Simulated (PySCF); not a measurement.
Atomic charges against the basis set

C₄H₈Se.
Bonds: C1–C2, C2–C3, C3–C4, C3–Se5 (double). Hydrogens: H6, H7, H8 on C1; H9, H10 on C2; H11, H12, H13 on C4.

PBE0 throughout (PySCF), one geometry, spherical d and f functions. One conformer (not necessarily the lowest) at the PBE0-D3(BJ)/def2-SVP geometry, without solvent, vibrations or thermal averaging. The calculation is non-relativistic, for selenium too. Atoms taken as equivalent share a column and are averaged. The first 7 of 8 kinds of atom are listed.

Mulliken charges (e):

```json
{"basis": "STO-3G", "functions": "46", "C1": "-0.228", "C2": "-0.151", "C3": "-0.060", "C4": "-0.243", "Se5": "-0.029", "H6/H7/H8": "+0.084", "H9/H10": "+0.089"}
{"basis": "6-31G", "functions": "79", "C1": "-0.490", "C2": "-0.333", "C3": "-0.243", "C4": "-0.506", "Se5": "+0.046", "H6/H7/H8": "+0.180", "H9/H10": "+0.192"}
{"basis": "6-31G*", "functions": "104", "C1": "-0.529", "C2": "-0.369", "C3": "+0.083", "C4": "-0.570", "Se5": "-0.204", "H6/H7/H8": "+0.189", "H9/H10": "+0.197"}
{"basis": "cc-pVDZ", "functions": "123", "C1": "-0.089", "C2": "-0.016", "C3": "-0.268", "C4": "+0.004", "Se5": "-0.101", "H6/H7/H8": "+0.054", "H9/H10": "+0.050"}
{"basis": "def2-SVP", "functions": "128", "C1": "-0.083", "C2": "-0.015", "C3": "-0.289", "C4": "+0.020", "Se5": "-0.094", "H6/H7/H8": "+0.053", "H9/H10": "+0.053"}
{"basis": "def2-TZVP", "functions": "220", "C1": "-0.393", "C2": "-0.133", "C3": "-0.012", "C4": "-0.359", "Se5": "-0.163", "H6/H7/H8": "+0.131", "H9/H10": "+0.119"}
```

IAO charges (e):

| basis | functions | C1 | C2 | C3 | C4 | Se5 | H6/H7/H8 | H9/H10 |
| --- | --- | --- | --- | --- | --- | --- | --- | --- |
| STO-3G | 46 | -0.385 | -0.271 | -0.149 | -0.406 | +0.083 | +0.136 | +0.141 |
| 6-31G | 79 | -0.421 | -0.273 | -0.048 | -0.441 | -0.078 | +0.150 | +0.155 |
| 6-31G* | 104 | -0.402 | -0.262 | -0.033 | -0.423 | -0.089 | +0.144 | +0.148 |
| cc-pVDZ | 123 | -0.400 | -0.261 | -0.038 | -0.424 | -0.076 | +0.143 | +0.147 |
| def2-SVP | 128 | -0.391 | -0.256 | -0.043 | -0.413 | -0.069 | +0.139 | +0.144 |
| def2-TZVP | 220 | -0.414 | -0.268 | -0.038 | -0.434 | -0.080 | +0.147 | +0.151 |

Hirshfeld charges (e):

```
    basis  functions      C1      C2      C3      C4     Se5  H6/H7/H8  H9/H10
   STO-3G         46  -0.035  -0.010  +0.068  -0.037  -0.155    +0.018  +0.019
    6-31G         79  -0.091  -0.054  +0.050  -0.098  -0.152    +0.039  +0.040
   6-31G*        104  -0.092  -0.054  +0.059  -0.096  -0.168    +0.039  +0.041
  cc-pVDZ        123  -0.102  -0.066  +0.052  -0.111  -0.126    +0.041  +0.041
 def2-SVP        128  -0.105  -0.068  +0.053  -0.115  -0.121    +0.041  +0.041
def2-TZVP        220  -0.111  -0.078  +0.038  -0.121  -0.111    +0.044  +0.045
```

ESP-fitted charges (e):

```tsv
basis	functions	C1	C2	C3	C4	Se5	H6/H7/H8	H9/H10
STO-3G	46	-0.297	-0.076	+0.335	-0.361	-0.254	+0.091	+0.039
6-31G	79	-0.360	+0.044	+0.114	-0.211	-0.246	+0.111	+0.034
6-31G*	104	-0.375	+0.069	+0.077	-0.226	-0.222	+0.113	+0.031
cc-pVDZ	123	-0.321	+0.080	+0.032	-0.186	-0.189	+0.098	+0.024
def2-SVP	128	-0.309	+0.082	+0.028	-0.184	-0.182	+0.094	+0.022
def2-TZVP	220	-0.371	+0.096	+0.075	-0.268	-0.209	+0.109	+0.022
```

Some averages cover members that differ in this geometry, most widely: H9/H10, ESP-fitted in def2-SVP -0.001 to +0.044; H9/H10, ESP-fitted in def2-TZVP 0.000 to +0.044; H9/H10, ESP-fitted in cc-pVDZ +0.002 to +0.045; H9/H10, ESP-fitted in 6-31G* +0.010 to +0.051 e.

Question: Which scheme is steadiest as the basis changes?

Answer: Largest range over the bases for any column: Hirshfeld 0.08 e, IAO 0.17 e, ESP-fitted 0.31 e, Mulliken 0.59 e. Hirshfeld charges move least and Mulliken charges most, counted in e. Without the minimal STO-3G basis the ranges are Hirshfeld 0.06, IAO 0.03, ESP-fitted 0.09, Mulliken 0.59 e.

Question: How much do the charges still move between the two largest bases, def2-SVP and def2-TZVP?

Answer: At most, over all atoms: Mulliken 0.379 e, IAO 0.023 e, Hirshfeld 0.015 e, ESP-fitted 0.084 e.

Question: What do the same runs give for the total energy, the frontier levels and the dipole moment?

Answer: 
| basis | energy (Eh) | HOMO (eV) | LUMO (eV) | μ (D) |
| --- | --- | --- | --- | --- |
| STO-3G | -2529.8295 | -3.23 | 0.72 | 2.48 |
| 6-31G | -2557.8916 | -5.87 | -1.99 | 3.24 |
| 6-31G* | -2557.9954 | -5.86 | -1.99 | 3.11 |
| cc-pVDZ | -2558.2748 | -5.83 | -1.98 | 2.83 |
| def2-SVP | -2557.8904 | -5.84 | -2.02 | 2.76 |
| def2-TZVP | -2558.3502 | -5.98 | -2.13 | 2.93 |

The dipole is fixed by the density alone, so its range of 0.76 D shows that the density itself changes with the basis, not only its division among atoms.
